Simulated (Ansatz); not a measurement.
Consider the hydrogenolysis of a Ge–Si bond: `[OH][GeH]([F])[SiH2]Cl` + H₂ → `[OH][GeH2][F]` + `[SiH3]Cl`.

Computed with Ansatz on PBE0-D4/def2-TZVP structures; ΔE is electronic, products minus reactants. CCSD(T)/CBS adds triple-zeta CCSD(T) − MP2 to the extrapolated MP2 energy (def2 sets, frozen cores). This one scheme is used for every species. Functionals use def2-TZVPP. B3LYP here is the variant with VWN-RPA as its local correlation; programs differ in this. For Ge outer-core shells are correlated without core-valence functions, which leaves a few kJ/mol of doubt a bond. Scalar relativity is left out up to krypton. One conformer a species, not always the lowest.

Is it downhill or uphill in electronic energy at CCSD(T)/CBS, and by how much? (Estimate.)

Computed: Downhill: ΔE = -0.11 eV.

What do these levels give: PBE-D4, B3LYP-D4, PBE, HF/def2-TZVPP, CCSD/def2-TZVPP, HF/def2-QZVPP? (Estimate.)

The calculation gave: PBE-D4 0.05, B3LYP-D4 -0.07, PBE -0.03, HF/def2-TZVPP -0.49, CCSD/def2-TZVPP -0.23, HF/def2-QZVPP -0.50 eV.

Largest T1 diagnostic among the species: 0.012.

In def2-TZVPP, CCSD(T) changes the Hartree–Fock value by +0.32 eV (the triples alone add +0.06 eV) and MP2 by +0.34 eV. The D4 term adds +0.14 eV with B3LYP and +0.08 eV with PBE0; it sums over pairs of atoms, weighted by their polarisabilities, and B3LYP, whose exchange is more repulsive, gets the larger term. From PBE to PBE0 (25 % exact exchange), in def2-TZVPP and without D4, ΔE moves by −0.09 eV.
